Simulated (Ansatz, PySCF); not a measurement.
H₂W, SMILES [WH2] (connectivity only; charge and spin as stated), neutral, multiplicity 5. Atoms are numbered in the order given.

```xyz
3

W      0.0000     0.0000    -0.0142
H      0.0000     1.4307     0.9287
H      0.0000    -1.4307     0.9287
```
Charge 0, spin multiplicity 5.

Coordinates come from a PBE0-D3(BJ)/def2-TZVPD optimisation. The multiplicity is an assumed one; other spin states were not compared. The def2 effective core potentials stand for the cores of W; spin–orbit coupling is left out.

Two levels are set side by side: PBE-D3(BJ)/def2-TZVPD (Ansatz, an electronic-structure program) and PBE0-D3(BJ)/def2-TZVPD (Ansatz). Each level has its own optimised geometry; the coordinates shown are those of the second. Frequencies come from the Hessian of PySCF at each geometry. Differences are taken from unrounded values.

```csv
quantity,PBE0-D3(BJ),PBE-D3(BJ),PBE-D3(BJ) minus PBE0-D3(BJ)
mean bond length (Å),1.713,1.716,0.003
bond W1–H2 (Å),1.713,1.716,0.003
bond W1–H3 (Å),1.713,1.716,0.003
highest harmonic wavenumber (cm⁻¹),1946,1916,-31
mean harmonic wavenumber (cm⁻¹),1512,1485,-27
zero-point energy (kcal/mol),6.48,6.37,-0.12
```

Here PBE gives about what the other level gives.
